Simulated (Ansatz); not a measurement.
One change: `OC[SiH](O)[SiH3]` becomes `CO[SiH](O)[SiH3]`.

Ansatz, PBE0-D4/def2-TZVP geometries, multiplicity 1. Each molecule was computed in one conformer, which needn't be the lowest.

```json
{"property": "HOMO–LUMO gap (ωB97M-V/def2-TZVPP) / eV", "`OC[SiH](O)[SiH3]`": "10.71"}
{"property": "LUMO energy (PBE0/def2-TZVPP) / eV", "`OC[SiH](O)[SiH3]`": "-0.57"}
{"property": "size of the dipole moment (B3LYP/def2-TZVPP) / D", "`OC[SiH](O)[SiH3]`": "2.20"}
{"property": "size of the dipole moment (ωB97M-V/def2-TZVPP) / D", "`OC[SiH](O)[SiH3]`": "2.24"}
{"property": "size of the dipole moment (PBE/def2-TZVPP) / D", "`OC[SiH](O)[SiH3]`": "2.03"}
{"property": "HOMO–LUMO gap (PBE0/def2-TZVPP) / eV", "`OC[SiH](O)[SiH3]`": "6.80"}
```

Task: What does the change do to each property? (Estimate.)

Result: Ansatz gave: 
```csv
property,`CO[SiH](O)[SiH3]`,shift
HOMO–LUMO gap (ωB97M-V/def2-TZVPP) / eV,11.55,0.84
LUMO energy (PBE0/def2-TZVPP) / eV,-0.09,0.48
size of the dipole moment (B3LYP/def2-TZVPP) / D,1.16,-1.04
size of the dipole moment (ωB97M-V/def2-TZVPP) / D,1.18,-1.06
size of the dipole moment (PBE/def2-TZVPP) / D,1.19,-0.84
HOMO–LUMO gap (PBE0/def2-TZVPP) / eV,7.80,1.00
```

With PBE0 the HOMO falls by 0.52 eV and the LUMO rises by 0.48 eV, so the gap widens by about 1.00 eV. PBE moves the HOMO by -0.73 eV and ωB97M-V by -0.36 eV. Dipoles are sizes alone; their direction can turn.

B3LYP here is the variant with VWN-RPA as its local correlation; programs differ in this.
